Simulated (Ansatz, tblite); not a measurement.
Isomers of Au2I (doublet), found by a short tight-binding search and relaxed with PBE0-D4/def2-TZVP in Ansatz.

In the def2 sets Au, I take a core potential; there is no spin–orbit coupling. The xTB rows come from tblite. LC-ωPBE has ω = 0.4 bohr⁻¹. Correlated methods freeze 4 core orbitals; core or outer-core shells of Au, I are correlated, in sets that lack core-valence functions. In CCSD on the charge 0 doublet the largest single amplitude is 0.27, so its Hartree–Fock determinant may place the open shell otherwise than the density functionals do.

Other spin states were run for one of them alone.

A:

| atom | x (Å) | y (Å) | z (Å) |
| --- | --- | --- | --- |
| Au1 | -0.315 | -0.156 | -0.445 |
| Au2 | -1.296 | 1.933 | 0.687 |
| I3 | 1.611 | -1.777 | -0.242 |

B:

```xyz
3

Au   -1.543   -0.150   -0.008
Au    0.833   -1.248    0.390
I     0.709    1.398   -0.382
```

Question: Estimate their order by electronic energy at PBE0-D4/def2-TZVP, counted from the lowest.

Answer: A (0.0) < B (17.9), in kJ/mol.

Question: Do the other levels pick the same lowest one?

Answer: All that were run do. Energies above each level's lowest (kJ/mol):

```tsv
level	A	B
GFN1-xTB	0.0	21.0
GFN2-xTB	0.0	74.5
HF/def2-SVP	0.0	16.7
LDA (SPW92)/def2-TZVP	0.0	28.1
PBE-D4/def2-TZVP	0.0	28.4
r2SCAN-D4/def2-TZVP	0.0	31.1
PBE0-D4/def2-TZVP	0.0	17.9
LC-ωPBE/def2-TZVP	0.0	16.2
MP2/def2-SVP	0.0	17.4
CCSD/def2-SVP	0.0	22.9
CCSD(T)/def2-SVP	0.0	18.8
```
Point groups (tolerance 0.1 Å): A Cs, B C2v. Lower isomers may exist.
